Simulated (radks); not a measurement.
Species: Ir0.5+. Configuration: [Xe] 4f14 5d7.5 6s1 (fractional occupations, a model configuration).

Method: Dirac Kohn-Sham, PBE, spin-unpolarised, spherical densities, point nucleus; open shells are shared between the two j in proportion to 2j + 1; computed with a radial shooting solver on a logarithmic mesh with Libxc functionals.

Energy parts (hartree):
part                       energy
total                 -17857.8980
kinetic                20357.7038
electron-nucleus      -44820.1739
Hartree                 6953.4455
exchange-correlation    -348.8734

Orbitals (lengths in bohr, moments of r in powers of bohr; r(90%) holds 90 % of the orbital's charge):
| orbital | occ. | eigenvalue (hartree) | r(90%) | <r^2> |
|---|---|---|---|---|
| 1s1/2 | 2 | -2793.823 | 0.0318 | 0.0004193 |
| 2s1/2 | 2 | -488.4299 | 0.114 | 0.006358 |
| 2p1/2 | 2 | -467.8188 | 0.100 | 0.004517 |
| 2p3/2 | 4 | -407.9976 | 0.111 | 0.005710 |
| 3s1/2 | 2 | -114.3006 | 0.279 | 0.04137 |
| 3p1/2 | 2 | -105.0810 | 0.271 | 0.03783 |
| 3p3/2 | 4 | -91.98242 | 0.292 | 0.04431 |
| 3d3/2 | 4 | -76.61650 | 0.265 | 0.03413 |
| 3d5/2 | 6 | -73.78651 | 0.271 | 0.03590 |
| 4s1/2 | 2 | -24.45666 | 0.608 | 0.2023 |
| 4p1/2 | 2 | -20.56857 | 0.620 | 0.2074 |
| 4p3/2 | 4 | -17.47080 | 0.668 | 0.2411 |
| 4d3/2 | 4 | -11.10518 | 0.706 | 0.2578 |
| 4d5/2 | 6 | -10.53027 | 0.722 | 0.2701 |
| 4f5/2 | 6 | -2.43617 | 0.863 | 0.3463 |
| 4f7/2 | 8 | -2.32157 | 0.876 | 0.3567 |
| 5s1/2 | 2 | -3.68790 | 1.40 | 1.078 |
| 5p1/2 | 2 | -2.47023 | 1.55 | 1.289 |
| 5p3/2 | 4 | -1.97358 | 1.70 | 1.545 |
| 5d3/2 | 3 | -0.39975 | 2.65 | 3.389 |
| 5d5/2 | 4.5 | -0.35552 | 2.79 | 3.722 |
| 6s1/2 | 1 | -0.34522 | 4.21 | 9.172 |

The highest occupied level is 6s1/2 at -9.394 eV. The density falls to 0.001 e/bohr^3 at r = 4.26 bohr.
